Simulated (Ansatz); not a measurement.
C$_{2}$H$_{6}$FMoNO$_{2}$, SMILES `C[N]=[Mo](=[O])([F])[O]C`, relaxed with RKS PBE0-D4/def2-TZVP in the Gaussian-basis code of Ansatz from a PBE-D4/def2-SVP geometry. The force threshold is 0.005 eV/Å; the program also tests the step.

The species carries charge 0 and has multiplicity 1. Mo takes the def2 core potential.

Start:

```xyz
13

C    -1.716   -1.144   -1.084
N    -1.115   -0.221   -0.179
Mo   -0.410    1.337    0.162
O    -0.393    2.195   -1.308
F    -1.466    2.191    1.462
O     1.343    1.041    0.753
C     2.177   -0.071    0.992
H    -1.162   -2.109   -1.083
H    -2.761   -1.365   -0.773
H    -1.734   -0.750   -2.127
H     2.977   -0.118    0.221
H     1.603   -1.024    0.976
H     2.657    0.039    1.988
```

Q: How much energy does the relaxation release, and in how many steps? (An estimate is asked.)

A: The calculation gave: 7.40 kJ/mol, in 8 steps.

Q: Which bonds change most? (An estimate is asked.)

A: Ansatz gave: Mo3–O4 from 1.702 to 1.679 Å; N2–Mo3 from 1.744 to 1.721 Å; C1–H10 from 1.115 to 1.096 Å; C1–H9 from 1.113 to 1.095 Å.

Q: Give the relaxed structure. (An estimate is asked.)

A: Computed: 
```xyz
13

C    -1.693   -1.136   -1.081
N    -1.090   -0.216   -0.183
Mo   -0.397    1.325    0.143
O    -0.405    2.181   -1.301
F    -1.423    2.165    1.457
O     1.347    1.044    0.715
C     2.144   -0.079    0.991
H    -1.102   -2.056   -1.127
H    -2.694   -1.401   -0.727
H    -1.772   -0.716   -2.090
H     2.926   -0.167    0.231
H     1.546   -0.995    1.003
H     2.615    0.053    1.968
```
